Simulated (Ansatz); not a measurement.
Isolated molecules relaxed with PBE0-D4/def2-TZVP in Ansatz; ΔE leaves out vibrations. CCSD(T)/CBS adds triple-zeta CCSD(T) − MP2 to the extrapolated MP2 energy (def2 sets, frozen cores). This one scheme is used for every species. Functionals use def2-TZVPP. Each species was taken in one conformer, which may not be the lowest.

Reaction (ligand exchange at a B–C bond): `CBC#CCC` + `C=N` → `C=NBC` + `C#CCC`

`CBC#CCC`:

Cartesian coordinates in Å:
```
C 0.021 3.051 0.144
B -0.663 2.012 -0.796
C -0.497 0.526 -0.635
C -0.366 -0.674 -0.507
C -0.194 -2.102 -0.336
C 0.715 -2.479 0.829
H 0.580 3.784 -0.450
H 0.681 2.627 0.902
H -0.759 3.638 0.647
H -1.365 2.405 -1.687
H 0.197 -2.516 -1.273
H -1.185 -2.554 -0.208
H 0.316 -2.097 1.770
H 0.806 -3.564 0.908
H 1.713 -2.058 0.693
```

`C=N`:

Cartesian coordinates in Å:
```
C -0.026 -0.070 -0.383
N -0.209 -0.376 0.826
H 0.448 0.856 -0.730
H -0.356 -0.764 -1.158
H 0.143 0.354 1.446
```

`C=NBC`:

Cartesian coordinates in Å:
```
C 0.079 0.150 -2.086
N 0.061 0.370 -0.866
B 0.042 0.611 0.471
C -0.098 -0.544 1.530
H -0.841 0.136 -2.680
H 1.015 -0.038 -2.622
H 0.140 1.763 0.801
H 0.761 -0.536 2.208
H -0.180 -1.539 1.088
H -0.979 -0.371 2.157
```

`C#CCC`:

Cartesian coordinates in Å:
```
C -1.223 -1.278 -1.452
C -0.841 -0.620 -0.523
C -0.354 0.180 0.588
C 1.086 0.647 0.395
H -1.569 -1.863 -2.271
H -1.013 1.045 0.717
H -0.436 -0.407 1.509
H 1.411 1.244 1.250
H 1.760 -0.205 0.294
H 1.179 1.257 -0.505
```

```
             level  ΔE (kJ/mol)  difference from CCSD(T)/CBS
            PBE-D4        -57.4                         -8.3
         r2SCAN-D4        -53.8                         -4.7
           PBE0-D4        -53.0                         -3.9
           ωB97M-V        -51.9                         -2.8
            B2PLYP        -51.8                         -2.7
               PBE        -57.6                         -8.5
            r2SCAN        -54.1                         -5.0
              PBE0        -53.3                         -4.2
     HF/def2-TZVPP        -37.6                         11.5
    MP2/def2-TZVPP        -48.7                          0.4
   CCSD/def2-TZVPP        -47.2                          1.9
     HF/def2-QZVPP        -37.6                         11.5
    MP2/def2-QZVPP        -49.4                         -0.3
SCS-MP2/def2-QZVPP        -47.2                          1.9
      HF/CBS(def2)        -37.6                         11.5
     MP2/CBS(def2)        -49.9                         -0.8
       CCSD(T)/CBS        -49.1                            0
```

Largest T1 diagnostic among the species: 0.014.

From PBE to PBE0 (25 % exact exchange), in def2-TZVPP and without D4, ΔE moves by +4.3 kJ/mol. In def2-TZVPP, CCSD(T) changes the Hartree–Fock value by −10.4 kJ/mol (the triples alone add −0.7 kJ/mol) and MP2 by −11.2 kJ/mol.
